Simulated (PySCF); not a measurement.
Structure with atom numbers: `[CH3:1]/[C:2](=[CH:3]\[F:4])[SiH2:5][C:6]#[N:7]`. Each H is labelled by its parent atom.

Computed data (PySCF): GFN2-xTB structure, PBE0/pcSseg-1 with gauge-including orbitals. Non-relativistic, equivalent nuclei averaged, one conformer, isolated molecule.

Predict the 2D correlation tables (HSQC, COSY, HMBC).

## Answers



HSQC (one-bond C–H):
| δH | δC |
| --- | --- |
| 6.82 (H(C3)) | 163.5 (C3) |
| 2.13 (H(C1)) | 12.9 (C1) |

HMBC (two and three bonds, from the bond graph):
| δH | δC |
| --- | --- |
| 6.82 (H(C3)) | 112.9 (C2), 12.9 (C1) |
| 4.60 (H(Si5)) | 163.5 (C3), 122.8 (C6), 112.9 (C2), 12.9 (C1) |
| 2.13 (H(C1)) | 163.5 (C3), 112.9 (C2) |

No COSY cross peaks are expected.

Referencing at the same level of theory: 1H, 13C vs TMS.

Short H···H contacts in this conformer between protons four or more bonds apart (candidates for NOE cross peaks, intensity ∝ r⁻⁶): H(C3)···H(Si5) 2.77 Å.

Shifts are as computed. Against solution values, carbons near 30 ppm lie about +3 ppm off and those near 130 ppm about +5 ppm. Of 1309 compounds with measured shifts, 239 miss one by over three times the rms of a fit or turn the order of signals round; such compounds aren't used in these exercises.
